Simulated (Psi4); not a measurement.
Psi4 input (wB97X-D/6-31G*):

```
memory 1500 MB

molecule {
-1 1
N     1.02382400   -1.28759200    0.77656700
B     0.01418100   -0.53367000    0.31036600
N    -1.42828000   -0.76422500    0.41480200
Cl    0.26503500    1.13851400   -0.70575300
H     1.95035500   -0.96102000    0.53217300
H    -1.67519700   -1.41322000    1.14831200
H    -2.02046900    0.05056900    0.42589700
symmetry c1
no_reorient
no_com
}

set {
  basis 6-31G*
  reference rks
  scf_type pk
  dft_radial_points 99
  dft_spherical_points 590
  e_convergence 1e-8
  d_convergence 1e-7
  maxiter 150
}

e = energy('wb97x-d')
print_out(f'\nFINAL {e:.10f} DIPOLE {variable("CURRENT DIPOLE")[0]:.6f} {variable("CURRENT DIPOLE")[1]:.6f} {variable("CURRENT DIPOLE")[2]:.6f}\n')
```

From the output:

```
    One-Electron Energy =               -1089.7314120823775738
    Two-Electron Energy =                 396.0396681074775529
    DFT Exchange-Correlation Energy =     -33.9182371080846252
    Empirical Dispersion Energy =          -0.0014584560959118
    VV10 Nonlocal Energy =                  0.0000000000000000
    Total Energy =                       -596.4047820976513776

Computation Completed

Properties will be evaluated at   0.000000,   0.000000,   0.000000 [a0]

Properties computed using the SCF density matrix

 Multipole Moments:

 ------------------------------------------------------------------------------------
     Multipole            Electronic (a.u.)      Nuclear  (a.u.)        Total (a.u.)
 ------------------------------------------------------------------------------------

 L = 1.  Multiply by 2.5417464519 to convert [e a0] to [Debye]
 Dipole X            :         -0.8886757           -0.0000057           -0.8886814
 Dipole Y            :          0.7379364           -0.0000038            0.7379326
 Dipole Z            :          0.0429156           -0.0000113            0.0429042
 Magnitude           :                                                    1.1559151

 ------------------------------------------------------------------------------------

FINAL -596.4047820977 DIPOLE -0.888681 0.737933 0.042904

*** Psi4 exiting successfully. Buy a developer a beer!
```

The dipole moment of an ion depends on the origin.

The geometry given is a B3LYP-D3(BJ)/def2-TZVP minimum.
